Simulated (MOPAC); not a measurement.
A run for MOPAC: PM7 on HF (SMILES F).

```
PM7 1SCF PRECISE CHARGE=0 THREADS=1
FH

F      0.53604699 1     0.01968501 1     0.24787363 1
H      0.65458952 1     0.24954340 1     1.14775097 1
```

Program output:

```
*******************************************************************************
 **                                                                           **
 **                              MOPAC v23.2.5                                **
 **                                                                           **
 *******************************************************************************
 ** MOPAC's Digital Object Identifier: https://doi.org/10.5281/zenodo.6511958 **
 **                                                                           **
 ** Please cite the open-source release paper for use of this MOPAC version:  **
 ** J. E. Moussa and J. J. P. Stewart (2026)                                  **
 ** MOPAC: An open-source semiempirical molecular orbital program             **
 ** J. Open Source Softw., 11(119), 8025, https://doi.org/10.21105/joss.08025 **
 *******************************************************************************

                              PM7 CALCULATION RESULTS

 *******************************************************************************
 *  PM7        - The PM7 Hamiltonian to be used
 *
 *
 *
 *                 CHARGE ON SYSTEM = 0
 *
 *
 *
 *  PRECISE    - TIGHTER CRITERIA TO BE USED
 *  1SCF       - DO 1 SCF AND THEN STOP
 *  THREADS=1  - MULTI-THREADING NOT USED
 *  T=         - A TIME OF 172800.0 SECONDS REQUESTED
 *  DUMP=N     - RESTART FILE WRITTEN EVERY 7200.0 SECONDS REQUESTED
 *******************************************************************************
PM7 1SCF PRECISE CHARGE=0 THREADS=1
 FH

   ATOM   CHEMICAL          X               Y               Z
  NUMBER   SYMBOL      (ANGSTROMS)     (ANGSTROMS)     (ANGSTROMS)

     1       F          0.53604699  *   0.01968501  *   0.24787363  *
     2       H          0.65458952  *   0.24954340  *   1.14775097  *



          CARTESIAN COORDINATES

    NO.       ATOM           X           Y           Z

     1         F          0.5360      0.0197      0.2479
     2         H          0.6546      0.2495      1.1478

 General Reference for PM7:
 "Optimization of Parameters for Semiempirical Methods VI: More Modifications to the
 NDDO Approximations and Re-optimization of Parameters", J. J. P. Stewart, J. Mol. Mod., 1:32, 19 (2013)
 https://link.springer.com/article/10.1007/s00894-012-1667-x

           Empirical Formula: H F  =     2 atoms



      MOLECULAR POINT GROUP   :   C*v


      RHF CALCULATION, NO. OF DOUBLY OCCUPIED LEVELS = 4


 -------------------------------------------------------------------------------
 PM7 1SCF PRECISE CHARGE=0 THREADS=1
 FH



     1SCF WAS SPECIFIED, SO BFGS WAS NOT USED
     SCF FIELD WAS ACHIEVED


                              PM7 CALCULATION
                                                       MOPAC v23.2.5 Linux




          FINAL HEAT OF FORMATION =        -60.94962 KCAL/MOL =    -255.01321 KJ/MOL


          COSMO AREA              =         39.65 SQUARE ANGSTROMS
          COSMO VOLUME            =         23.09 CUBIC ANGSTROMS

          IONIZATION POTENTIAL    =         15.703132 EV
          HOMO LUMO ENERGIES (EV) =        -15.703  4.324
          NO. OF FILLED LEVELS    =          4
          MOLECULAR WEIGHT        =         20.0063         POINT GROUP:  C*v

          MOLECULAR DIMENSIONS (Angstroms)

            Atom       Atom       Distance
            H     2    F     1     0.93630
            H     2    F     1     0.00000
            F     1    H     2     0.00000


          SCF CALCULATIONS        =          1





   ATOM   CHEMICAL          X               Y               Z
  NUMBER   SYMBOL      (ANGSTROMS)     (ANGSTROMS)     (ANGSTROMS)

     1       F          0.53604699  *   0.01968501  *   0.24787363  *
     2       H          0.65458952  *   0.24954340  *   1.14775097  *

                             CARTESIAN COORDINATES

   1    F        0.536046990     0.019685010     0.247873630
   2    H        0.654589520     0.249543400     1.147750970


           Empirical Formula: H F  =     2 atoms



      MOLECULAR POINT GROUP   :   C*v


                  EIGENVALUES
 -40.26971 -17.25135 -15.70313 -15.70313   4.32411


              NET ATOMIC CHARGES AND DIPOLE CONTRIBUTIONS

  ATOM NO.   TYPE          CHARGE      No. of ELECS.   s-Pop       p-Pop
    1          F          -0.295620        7.2956     1.96090     5.33472
    2          H           0.295620        0.7044     0.70438
 DIPOLE           X         Y         Z       TOTAL
 POINT-CHG.     0.168     0.326     1.278     1.329
 HYBRID         0.024     0.047     0.183     0.190
 SUM            0.192     0.373     1.460     1.520


          ATOMIC ORBITAL ELECTRON POPULATIONS

     Atom    s        px        py        pz
    1  F   1.96090   1.98934   1.95990   1.38548
    2  H   0.70438

 **********************
 *                    *
 * JOB ENDED NORMALLY *
 *                    *
 **********************




 == MOPAC DONE ==
```

The run finished.

Cost: around 0.020 core-seconds (rough).
